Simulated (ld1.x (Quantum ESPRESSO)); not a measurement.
# Before and after: TM semilocal potential for arsenic (As)

As, norm-conserving Troullier–Martins (semilocal form), made with ld1.x (Quantum ESPRESSO) 7.5 (LDA (PZ), scalar-relativistic). Core [Ar] 3d10, reference 4s2 4p3. Waves: 4s (bound): rc 1.50 bohr; 4d channel at 0.3 Ry: rc 1.70 bohr; 4p (bound): rc 2.20 bohr. Local part: the p channel. Core correction: none.

Change: reference 4s2 4p1.

Cutoffs: the cutoffs (Ry, on a coarse ladder) from which the occupation-weighted sum of valence levels, in a spherical-Bessel basis at the reference potential, stays within 10 and 1 mRy of its value at 400 Ry; they do not see the model core or the augmentation charge, which bear on the density cutoff. Errors are all-electron minus pseudo energies relative to the spin-unpolarised reference configuration.

Task: What does the change do?

Result: The potential gets neither clearly harder nor softer (35 Ry and 50 Ry → 35 Ry and 50 Ry); the s channel sets the loose cutoff, while the largest relative change is in p, which becomes harder; the range in which the s phases agree narrows (upper end 2.6 → 1.2); the range in which the p phases agree narrows (upper end 3.3 → 1.9); neither file shows a bound ghost. A semilocal file is local in each channel, so a ghost entry of none says nothing of the separable form that plane-wave codes build from it.

```tsv
quantity	base	changed
cutoff, loose	35 Ry	35 Ry
cutoff, tight	50 Ry	50 Ry
loose cutoff by channel (10 mRy a level)	s 18 Ry, p 6 Ry	s 18 Ry, p 8 Ry
bound ghosts	none	none
largest error over its own tests, meV	+440	+47
s: phases at 2.39 bohr within 0.05 rad from the reference energy up to (Ry; the scan ends near 5)	2.6	1.2
p: phases at 2.39 bohr within 0.05 rad from the reference energy up to (Ry; the scan ends near 5)	3.3	1.9
d: phases at 2.39 bohr within 0.05 rad from the reference energy up to (Ry; the scan ends near 5)	0.9	2.9
```
